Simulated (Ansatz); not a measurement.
B6N6H18⁺, a cluster cut from wurtzite BN (hydrogen-capped). Total charge 1; doublet. Geometry r2SCAN-D4/def2-SVP; atoms count from 1.

```xyz
30

N    -1.118    0.592   -1.536
B    -1.347    1.145   -0.073
B    -1.295   -1.518    0.125
N    -1.353   -0.084    0.901
N    -0.064    2.016    0.268
B    -0.188   -0.240    1.853
B     0.180   -0.313   -1.683
N     0.092   -1.477   -0.626
N     1.387    0.637   -1.276
B     1.291    1.192    0.200
B     1.296   -1.471    0.393
N     1.141   -0.040    1.160
H    -1.926    0.000   -1.762
H    -1.143    1.336   -2.239
H    -2.361    1.804    0.003
H    -2.270   -1.585   -0.620
H    -1.329   -2.440    0.923
H    -2.234   -0.104    1.419
H    -0.018    2.854   -0.320
H    -0.169    2.399    1.215
H    -0.316    0.284    2.993
H    -0.239   -1.328    2.532
H     0.306   -0.710   -2.821
H     0.159   -2.370   -1.121
H     1.530    1.385   -1.961
H     2.246    0.075   -1.329
H     2.244    1.887    0.481
H     1.199   -2.395    1.185
H     2.404   -1.500   -0.135
H     1.897   -0.030    1.848
```

Single mean-field runs in def2-TZVP are fitted with def2-universal-jkfit.

Q: Estimate the Mulliken populations of the heavy atoms from the PBE0/def2-TZVP orbitals of Ansatz.

A: 
| atom | charge (e) | spin (α − β) |
| --- | --- | --- |
| N1 | -0.25 | 0.00 |
| B2 | -0.12 | 0.00 |
| B3 | -0.28 | 0.03 |
| N4 | 0.00 | 0.02 |
| N5 | -0.24 | 0.00 |
| B6 | -0.40 | 0.22 |
| B7 | -0.11 | 0.00 |
| N8 | -0.04 | 0.01 |
| N9 | -0.25 | 0.00 |
| B10 | -0.12 | 0.00 |
| B11 | -0.28 | 0.03 |
| N12 | 0.00 | 0.02 |
Mulliken values depend strongly on the basis.

Q: Where does the spin sit?

A: Summed by element: N 0.06, B 0.28, H 0.66, of 1 unpaired in all. Largest on single atoms: H22 0.27, H21 0.25, B6 0.22.

Q: And the Mayer bond orders between heavy atoms (over 0.3)?

A: N1–B2 0.88 (1.58 Å); N1–B7 0.86 (1.59 Å); B2–N4 0.88 (1.57 Å); B2–N5 0.86 (1.59 Å); B3–N4 0.72 (1.63 Å); B3–N8 0.85 (1.58 Å); N4–B6 1.00 (1.51 Å); N5–B10 0.86 (1.59 Å); B6–N12 1.00 (1.51 Å); B7–N8 0.90 (1.57 Å); B7–N9 0.86 (1.59 Å); N8–B11 0.85 (1.58 Å); N9–B10 0.88 (1.58 Å); B10–N12 0.88 (1.57 Å); B11–N12 0.71 (1.63 Å).
